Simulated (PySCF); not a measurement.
# How methods differ on the ionisation energy of Os³¹⁺

Os³¹⁺ [Kr] 4d9 [4d3/2^4 4d5/2^5, M_J = 5/2] → Os³²⁺ [Kr] 4d8 [4d3/2^4 4d5/2^4, M_J = 4], as a difference of total energies. Computed with PySCF 2.14 in an even-tempered Gaussian basis (17 s from 2.9 bohr⁻², ratio 2.8; 14 p from 3.8 bohr⁻², ratio 2.8; 9 d from 3.8 bohr⁻², ratio 2.8; 3 f from 18 bohr⁻², ratio 3), with the two-component X2C-1e Hamiltonian. Correlated levels: [Ar] 3d10 frozen; the 92 highest virtual spinors dropped. "Screened" scales the spin-orbit matrix elements by Boettger's factors to mimic the two-electron term; Breit and QED terms are absent.

```json
{"method": "GHF (spin-free)", "ionisation energy (eV)": "1317.2"}
{"method": "GMP2 (spin-free)", "ionisation energy (eV)": "1317.7"}
{"method": "GHF (screened spin-orbit)", "ionisation energy (eV)": "1310.0"}
{"method": "GMP2 (screened spin-orbit)", "ionisation energy (eV)": "1310.4"}
```

Breit and QED terms and the two-electron picture change are absent.

The spin-free rows relax to the high-spin LS determinant and lack the spin-orbit shift.

The labels give the starting determinants; with spin-orbit coupling the two ends relaxed to ⟨J²⟩ = 8.75, ⟨L²⟩ = 6.09, ⟨S²⟩ = 0.84 and ⟨J²⟩ = 20.00, ⟨L²⟩ = 13.00, ⟨S²⟩ = 1.87.

For comparison: 1311 ± 4 eV (theoretical estimate listed by NIST; NIST Atomic Spectra Database, ionization energies).
